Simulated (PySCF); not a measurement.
Calculation: B3LYP-D3(BJ)/def2-TZVP // r2SCAN-D4/def2-SVP in PySCF 2.14.0. Gas-phase values, no solvent. One relaxed conformer stands for a flexible species; it need not be the lowest. B3LYP has the VWN-RPA correlation part, as in Gaussian. 

Reference species: [Ti(F)(NH2)3] (neutral, multiplicity 1).

- coordination number: 4
- charge on the central atom (Mulliken): 1.54 e
- LUMO: -1.27 eV

After one change: the coordination number is nearly the same; the charge on the central atom (Mulliken) rises by 0.08 e; the LUMO rises by 0.35 eV.

Task: Name the change that produced these shifts. The new species is one of these.
A) [Ti(F)2(NH2)2]
B) [Ti(NH2)4]
C) [Ti(F)4]
D) [Ti(F)3(NH2)]

Result: B, [Ti(NH2)4]
